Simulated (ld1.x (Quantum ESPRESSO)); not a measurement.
Before and after: TM potential for selenium

```json
{"Element": "selenium", "Generator": "ld1.x (Quantum ESPRESSO) 7.5", "Type": "norm-conserving Troullier–Martins (Kleinman–Bylander form)", "Functional": "PBE", "Relativity": "fully relativistic", "Frozen core": "[Ar] 3d10", "Valence charge": "6", "Reference configuration": "4s2 4p4", "Partial waves": "4s (bound): rc 1.60 bohr; 4p (bound): rc 2.00 bohr", "Local potential": "all-electron potential smoothed inside 1.50 bohr (lloc = -1)", "Core correction": "Bessel-smoothed model core, default radius (core density twice the valence density)"}
```

Open shells are filled in proportion to 2j + 1 (rel_dist='average').

Change: wave 4p (bound): rc 2.00 bohr becomes 4p (bound): rc 1.78 bohr.

Cutoffs: the cutoffs (Ry, on a coarse ladder) from which the occupation-weighted sum of valence levels, in a spherical-Bessel basis at the reference potential, stays within 10 and 1 mRy of its value at 400 Ry; they do not see the model core or the augmentation charge, which bear on the density cutoff. Errors are all-electron minus pseudo energies relative to the spin-unpolarised reference configuration.

Question: What does the change do?

Answer: The potential gets neither clearly harder nor softer (35 Ry and 50 Ry → 35 Ry and 55 Ry); of the 7 tests that both files solve, the error grows in 2 and shrinks in 2 by more than 15 % and 0.3 meV (median size 1.6 → 3.5 meV); neither file shows a bound ghost.

```tsv
quantity	base	changed
cutoff, loose	35 Ry	35 Ry
cutoff, tight	50 Ry	55 Ry
bound ghosts	none	none
error for 4s2 4p3, meV [ΔE 10.85 eV]	+1.6	+1.5
error for 4s2 4p2, meV [ΔE 31.20 eV]	+2.9	+3.7
error for 4s2 4p1, meV [ΔE 62.08 eV]	-13	-7.0
error for 4s1 4p4, meV [ΔE 22.38 eV]	-0.4	-3.5
error for 4s2 4p4.3, meV [ΔE -1.59 eV]	+0.1	+0.1
error for 4s2 4p0, meV [ΔE 104.27 eV]	-92	-66
error for 4s2 4p3.5, meV [ΔE 4.31 eV]	+0.4	+0.4
```
